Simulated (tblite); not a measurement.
Species: C4H7BCl2Si.
Atom-mapped SMILES: `[Cl:1][B:2]([Cl:3])[CH:4]=[C:5]1[CH2:6][SiH2:7][CH2:8]1` (hydrogens: H9 on C4; H10, H11 on C6; H12, H13 on Si7; H14, H15 on C8)

Computed with GFN2-xTB (tblite), gas phase: L-BFGS steps from a force-field or distance-geometry start until the largest atomic force falls under 0.01 eV/Å.

Step 12: E = -658.9507 eV
```
atom  x, y, z in Å  |  force x, y, z in eV/Å
Cl1    -2.4790    2.0188    0.2888    0.008  -0.037  -0.003
B2     -2.6205    0.3015    0.1321    0.025  -0.033  -0.005
Cl3    -4.2266   -0.3473    0.1527   -0.027  -0.026  -0.001
C4     -1.4226   -0.6437   -0.0200    0.070   0.013  -0.005
C5     -0.1242   -0.3028   -0.0528    0.052   0.032   0.007
C6      0.5036    1.0588    0.0473    0.011   0.042   0.005
Si7     2.2529    0.2986   -0.1142    0.003  -0.034   0.003
C8      1.0700   -1.2124   -0.2013   -0.019  -0.001  -0.002
H9     -1.6324   -1.7048   -0.1130   -0.045   0.009   0.006
H10     0.2587    1.5636    0.9811    0.004  -0.040   0.007
H11     0.1705    1.7295   -0.7437    0.004  -0.031  -0.019
H12     2.9674    0.6059   -1.3540    0.006  -0.012   0.066
H13     3.0886    0.3734    1.0855   -0.003  -0.002  -0.073
H14     1.1383   -1.9514    0.5980   -0.046   0.063   0.000
H15     1.0510   -1.7798   -1.1327   -0.042   0.056   0.016
```

Step 13: E = -658.9518 eV
```
atom  x, y, z in Å  |  force x, y, z in eV/Å
Cl1    -2.4780    2.0175    0.2887    0.007  -0.035  -0.003
B2     -2.6178    0.2999    0.1318   -0.038   0.008   0.003
Cl3    -4.2243   -0.3496    0.1523   -0.024  -0.024  -0.001
C4     -1.4217   -0.6431   -0.0200    0.064   0.016  -0.004
C5     -0.1243   -0.3011   -0.0527    0.051   0.016   0.005
C6      0.5028    1.0591    0.0473    0.039   0.055   0.007
Si7     2.2525    0.2976   -0.1147   -0.010  -0.026   0.023
C8      1.0671   -1.2116   -0.2012    0.028  -0.009  -0.006
H9     -1.6312   -1.7029   -0.1127   -0.047  -0.038   0.001
H10     0.2579    1.5616    0.9827    0.005  -0.026  -0.012
H11     0.1698    1.7277   -0.7455    0.005  -0.017  -0.001
H12     2.9697    0.6056   -1.3512    0.011  -0.009   0.040
H13     3.0908    0.3736    1.0827   -0.007  -0.006  -0.064
H14     1.1346   -1.9490    0.5998   -0.043   0.052  -0.014
H15     1.0474   -1.7774   -1.1336   -0.040   0.043   0.027
```

Step 14: E = -658.9526 eV
```
atom  x, y, z in Å  |  force x, y, z in eV/Å
Cl1    -2.4769    2.0161    0.2885    0.003  -0.031  -0.003
B2     -2.6161    0.2987    0.1315   -0.067   0.024   0.006
Cl3    -4.2230   -0.3521    0.1520   -0.013  -0.019  -0.001
C4     -1.4198   -0.6426   -0.0201    0.028   0.010  -0.002
C5     -0.1234   -0.2994   -0.0525    0.028   0.003   0.002
C6      0.5031    1.0602    0.0475    0.049   0.041   0.004
Si7     2.2521    0.2963   -0.1148   -0.012  -0.008   0.025
C8      1.0653   -1.2108   -0.2012    0.053  -0.004  -0.005
H9     -1.6310   -1.7019   -0.1124   -0.034  -0.048  -0.002
H10     0.2573    1.5595    0.9839    0.007  -0.003  -0.017
H11     0.1693    1.7260   -0.7471    0.008   0.002   0.009
H12     2.9719    0.6052   -1.3479    0.017  -0.006   0.012
H13     3.0927    0.3736    1.0792    0.001  -0.008  -0.037
H14     1.1306   -1.9461    0.6010   -0.034   0.027  -0.011
H15     1.0436   -1.7747   -1.1339   -0.033   0.021   0.019
```

Task: Estimate the geometry and energy of step 15. (The exact step hangs on the optimiser's Hessian estimate; all steps are aligned on step 14, rigid shifts and turns removed.)

Result: E = -658.9531 eV, largest force 0.054 eV/Å
```
atom  x, y, z in Å  |  force x, y, z in eV/Å
Cl1    -2.4762    2.0150    0.2884   -0.003  -0.023  -0.002
B2     -2.6160    0.2983    0.1315   -0.053   0.010   0.004
Cl3    -4.2227   -0.3542    0.1517   -0.008  -0.014  -0.001
C4     -1.4184   -0.6423   -0.0203   -0.008   0.002   0.001
C5     -0.1222   -0.2982   -0.0523    0.001  -0.002  -0.002
C6      0.5042    1.0614    0.0476    0.035   0.014   0.000
Si7     2.2517    0.2954   -0.1146    0.001   0.009   0.011
C8      1.0651   -1.2101   -0.2012    0.041   0.005  -0.002
H9     -1.6314   -1.7021   -0.1123   -0.015  -0.025  -0.001
H10     0.2571    1.5582    0.9844    0.009   0.017  -0.010
H11     0.1691    1.7250   -0.7479    0.011   0.018   0.011
H12     2.9735    0.6048   -1.3455    0.019  -0.005  -0.005
H13     3.0938    0.3735    1.0764    0.014  -0.009  -0.007
H14     1.1274   -1.9438    0.6015   -0.021   0.002   0.001
H15     1.0405   -1.7727   -1.1337   -0.023   0.001   0.003
```

The energy changes by -0.0005 eV. The first-order estimate −F·Δx gives -0.0007 eV and the mean of the old and new forces, exact on a quadratic surface, -0.0005 eV. The step makes an angle of 56° with the force vector and moves no atom by more than 0.004 Å.

What follows is the cost of the whole relaxation. Time: 0.54 s of wall time. Hardware: an Arm Neoverse N1 with one thread, shared host.
